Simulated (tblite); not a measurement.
C3H9BOSi.
Bonds: B1–O2, O2–Si3, Si3–C4, C4–C5 (double), C4–C6. Hydrogens: H7, H8 on B1; H9, H10 on Si3; H11, H12 on C5; H13, H14, H15 on C6.

Computed with GFN2-xTB (tblite), gas phase: nudged elastic band of 9 images (0 to 8), spring 0.2 eV/Å², climbing image at the end, force threshold 0.05 eV/Å. The top image wasn't refined or checked by frequencies; at this threshold it can lie a kcal/mol or more above the true saddle point of the method.

The band describes a rotation about Si3–C4 (oxygen-bound silicon, fully substituted alkene carbon), followed by the dihedral O2–Si3–C4–C6, from the optimised start (-177°) to a second optimised geometry at -28°.

**Question.** How does the energy change from image to image?

**Answer.** 
```json
{"image": "0", "dihedral (°)": "-177", "E (eV)": "0.000", "Si3–C4 (Å)": "1.889", "O2···C6 (Å)": "4.18", "largest true force (eV/Å)": "0.01"}
{"image": "1", "dihedral (°)": "-159", "E (eV)": "0.012", "Si3–C4 (Å)": "1.889", "O2···C6 (Å)": "4.14", "largest true force (eV/Å)": "0.04"}
{"image": "2", "dihedral (°)": "-140", "E (eV)": "0.038", "Si3–C4 (Å)": "1.891", "O2···C6 (Å)": "4.06", "largest true force (eV/Å)": "0.04"}
{"image": "3", "dihedral (°)": "-121", "E (eV)": "0.064", "Si3–C4 (Å)": "1.893", "O2···C6 (Å)": "3.94", "largest true force (eV/Å)": "0.04"}
{"image": "4", "dihedral (°)": "-102", "E (eV)": "0.074", "Si3–C4 (Å)": "1.894", "O2···C6 (Å)": "3.77", "largest true force (eV/Å)": "0.04"}
{"image": "5", "dihedral (°)": "-84", "E (eV)": "0.067", "Si3–C4 (Å)": "1.894", "O2···C6 (Å)": "3.58", "largest true force (eV/Å)": "0.04"}
{"image": "6", "dihedral (°)": "-65", "E (eV)": "0.051", "Si3–C4 (Å)": "1.893", "O2···C6 (Å)": "3.39", "largest true force (eV/Å)": "0.04"}
{"image": "7", "dihedral (°)": "-46", "E (eV)": "0.039", "Si3–C4 (Å)": "1.892", "O2···C6 (Å)": "3.22", "largest true force (eV/Å)": "0.05"}
{"image": "8", "dihedral (°)": "-28", "E (eV)": "0.030", "Si3–C4 (Å)": "1.894", "O2···C6 (Å)": "3.13", "largest true force (eV/Å)": "0.01"}
```

Barriers of this band. The top is image 4 at -102°: 0.074 eV forward and 0.044 eV back; the end lies 0.030 eV above the start. The central bond is 0.005 Å longer at the top than at the start.

**Question.** What rate follows at 350 K for crossing this barrier forward?

**Answer.** Taking the electronic barrier for the free energy of activation (no zero-point or entropy terms, transmission 1), rate = (kT/h)·exp(−ΔE/kT) ≈ 6 × 10^11 s⁻¹, whose inverse is 2 × 10^-12 s. An error of 1 kcal/mol in the barrier changes this by a factor of 4, and the method and the loose band can each miss by that much or more. The barrier is only 2.5 kT, where transition-state theory is rough.

**Question.** How would the two end points share their population at 350 K, from these energies alone?

**Answer.** exp(−ΔE/kT) with ΔE = 0.030 eV gives 0.37 for the higher one (end) against 1 for the lower, without vibrational, rotational or degeneracy terms. GFN2-xTB can put conformers this close in the wrong order.

**Question.** How long is the path, and how are the images spaced?

**Answer.** Cartesian distances between aligned neighbours (all atoms, Å): 0.98, 1.01, 1.03, 1.04, 1.04, 1.05, 1.05, 1.12; the sum is 8.32 Å, and the top lies 49 % of the way along.

What follows is the cost of the whole band run. Hardware: one thread of an Arm Neoverse V1, no GPU (shared host). Cost: 2.8 s.
